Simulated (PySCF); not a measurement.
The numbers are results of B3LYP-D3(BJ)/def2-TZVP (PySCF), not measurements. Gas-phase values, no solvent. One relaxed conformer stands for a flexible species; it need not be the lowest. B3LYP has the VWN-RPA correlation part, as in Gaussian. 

Reference species (SMILES): `[H]/B=C(\C)N` (neutral, multiplicity 1).

```
Item                      Result
----------------------  --------
S1 oscillator strength     0.001
HOMO                    -4.99 eV
```

Changed species: `B/C=N/C`.

Question: Give the shifts of the S1 oscillator strength and HOMO.

Answer: the S1 oscillator strength hardly moves; the HOMO falls by 1.93 eV, to -6.92 eV.
